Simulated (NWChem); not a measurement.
Species: C3H4F2; SMILES FC(F)C=C

```xyz
9

C      0.0015     1.9025     0.2245
C      0.6599     0.8181    -0.1770
C      0.0085    -0.5140    -0.3955
F      0.7038    -1.4816     0.2866
F     -1.2790    -0.5173     0.0615
H     -1.0641     1.8725     0.4293
H      0.5084     2.8525     0.3652
H      1.7269     0.8403    -0.3888
H     -0.0137    -0.8155    -1.4506
```
Atoms are numbered in this order, from 1.

All runs: NWChem. Geometry: optimised at B3LYP/6-31G* (spherical d). Hybrids' shares of exact exchange are those that their runs print; pure functionals count as 0. The functionals differ in more than this share.

```csv
row,share of exact exchange,highest occupied level (eV)
PBE/def2-SVP,0.00,-7.05
BLYP/def2-SVP,0.00,-6.84
B3LYP/def2-SVP,0.20,withheld
PBE0/def2-SVP,0.25,-8.30
PW6B95/def2-SVP,0.28,-8.39
```

Question: Fit a straight line of the last column on the one before it, predict the withheld value, and compare with the run.

Answer: 
1. Means of the 4 shown rows: x = 0.133, y = -7.645. Slope Σ(x − x̄)(y − ȳ)/Σ(x − x̄)² = -0.3724/0.07068 = -5.268; intercept -6.947.
2. The shown rows scatter about the line by 0.078 (root mean square); the largest residual is +0.11, at BLYP/def2-SVP.
3. At x = 0.20 (B3LYP/def2-SVP; inside the shown range) the line gives -8.00.
4. The run gives -8.01, -0.01 from the line, 0.1 times the scatter.
